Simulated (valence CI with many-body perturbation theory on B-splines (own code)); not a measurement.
**Valence orbitals of Pm XXXI**

Level of theory: configuration interaction combined with many-body perturbation theory (CI+MBPT): three valence electrons over a frozen Dirac-Fock core [Ar] 3d10, radial functions for each j: 11 s, 11 p, 10 d, 8 f, 5 g, 2 h, with the one-electron correlation potential Σ1, the two-electron term Σ2, the three-electron term Σ3, Breit, model QED; selected CI, second order for the rest, scaled by the run's own slope (own B-spline code, finite nucleus).

The last digits are not significant, and no measured levels were compared; by estimate large intervals hold to a few tenths of a per cent, small ones and those within an open d or f shell to about a per cent.

These are the spectroscopic orbitals of the CI (the correlating ones are not listed), shaped by the core and the other valence electrons. h is the expectation value of the core's Dirac-Fock operator, without the valence repulsion; Σ1 is computed up to l = 3 at one energy for each symmetry, that of its lowest orbital but kept below the first core excitation, so for empty shells it is not the orbital's own correlation shift; Breit and QED include the response of the core, and the two lowest orbitals of each symmetry also the frequency dependence of Breit exchange, which makes a step in that column.

| Orbital | h (hartree) | Σ1 (cm⁻¹) | Breit (cm⁻¹) | QED (cm⁻¹) | ⟨r⟩ (bohr) |
| --- | --- | --- | --- | --- | --- |
| 4s1/2 | -48.075 | -13259 | 5989 | 4507 | 0.5287 |
| 5s1/2 | -28.408 | -4730 | 2642 | 2020 | 0.8960 |
| 6s1/2 | -18.781 | -2270 | 1366 | 1061 | 1.363 |
| 7s1/2 | -13.342 | -1286 | 807 | 629 | 1.925 |
| 8s1/2 | -9.9667 | -805 | 517 | 404 | 2.584 |
| 9s1/2 | -7.7282 | -538 | 351 | 275 | 3.340 |
| 4p1/2 | -45.577 | -13720 | 9371 | -44.7 | 0.5298 |
| 5p1/2 | -27.212 | -4954 | 4156 | -16.8 | 0.9102 |
| 6p1/2 | -18.125 | -2438 | 2213 | -8.2 | 1.387 |
| 7p1/2 | -12.944 | -1399 | 1324 | -4.7 | 1.959 |
| 8p1/2 | -9.7076 | -882 | 855 | -2.9 | 2.628 |
| 9p1/2 | -7.5502 | -593 | 584 | -1.9 | 3.394 |
| 4p3/2 | -44.244 | -12417 | 5781 | 398 | 0.5470 |
| 5p3/2 | -26.6 | -4634 | 2576 | 181 | 0.9322 |
| 6p3/2 | -17.792 | -2313 | 1461 | 98.0 | 1.413 |
| 7p3/2 | -12.743 | -1337 | 877 | 59.1 | 1.991 |
| 8p3/2 | -9.5768 | -847 | 567 | 38.4 | 2.665 |
| 9p3/2 | -7.4604 | -572 | 388 | 26.3 | 3.435 |
| 4d3/2 | -40.242 | -13497 | 3918 | -249 | 0.5416 |
| 5d3/2 | -24.723 | -5086 | 1811 | -110 | 0.9457 |
| 6d3/2 | -16.762 | -2574 | 992 | -59.3 | 1.444 |
| 7d3/2 | -12.117 | -1502 | 603 | -35.7 | 2.039 |
| 8d3/2 | -9.1681 | -958 | 394 | -23.2 | 2.730 |
| 4d5/2 | -39.962 | -13032 | 2357 | -87.3 | 0.5463 |
| 5d5/2 | -24.59 | -4917 | 1051 | -35.8 | 0.9515 |
| 6d5/2 | -16.688 | -2490 | 574 | -18.4 | 1.451 |
| 7d5/2 | -12.071 | -1454 | 346 | -10.8 | 2.047 |
| 8d5/2 | -9.1381 | -928 | 225 | -6.9 | 2.740 |
| 4f5/2 | -35.688 | -12785 | 1248 | -124 | 0.5136 |
| 5f5/2 | -22.709 | -4239 | 574 | -61.7 | 0.9394 |
| 6f5/2 | -15.674 | -2095 | 309 | -34.9 | 1.457 |
| 7f5/2 | -11.459 | -1221 | 185 | -21.6 | 2.071 |
| 4f7/2 | -35.632 | -12457 | 362 | -75.3 | 0.5151 |
| 5f7/2 | -22.675 | -4125 | 169 | -36.2 | 0.9414 |
| 6f7/2 | -15.653 | -2042 | 93.3 | -20.1 | 1.460 |
| 7f7/2 | -11.445 | -1191 | 56.7 | -12.3 | 2.074 |
| 5g7/2 | -21.83 |  | 35.0 | -10.7 | 0.8675 |
| 6g7/2 | -15.17 |  | 30.4 | -7.7 | 1.394 |
| 7g7/2 | -11.144 |  | 22.3 | -5.3 | 2.018 |
| 5g9/2 | -21.818 |  | -17.7 | -0.2 | 0.8683 |
| 6g9/2 | -15.163 |  | -14.7 | -1.5 | 1.395 |
| 7g9/2 | -11.14 |  | -10.9 | -1.4 | 2.019 |
| 6h9/2 | -15.088 |  |  |  | 1.253 |
| 6h11/2 | -15.083 |  |  |  | 1.254 |

Among the shells of the start configuration 4s2 4p1, Σ1 is largest in size for 4p1/2, where it is 0.14 % of h.

Lowest root of each symmetry, sizes in configuration state functions:

```
   J  Parity  Roots  Reference  Variational  Second order  Change by selected CI (cm⁻¹)  Change by second order (cm⁻¹)
 1/2    even     14         78         9805         18976                         -1402                              0
 3/2    even     21        129        17175         30957                          -741                             -1
 5/2    even     23        141        20339         28570                         -1309                              0
 7/2    even     16        115        19216         23693                         -1615                             -2
 9/2    even      9         80        13481         35106                         -1922                             -2
11/2    even      2         39         7015         20277                         -1975                             -5
 1/2     odd     17         83        10738         10904                         -1720                              0
 3/2     odd     28        138        18313         24412                         -1681                              0
 5/2     odd     28        147        21467         27337                         -1111                              0
 7/2     odd     23        123        21154         26202                         -1483                             -1
 9/2     odd     13         79        16964         26590                          -945                             -1
11/2     odd      6         42        10361         24328                         -2873                             -4
13/2     odd      1         14         2804         10316                         -3251                             -4
```
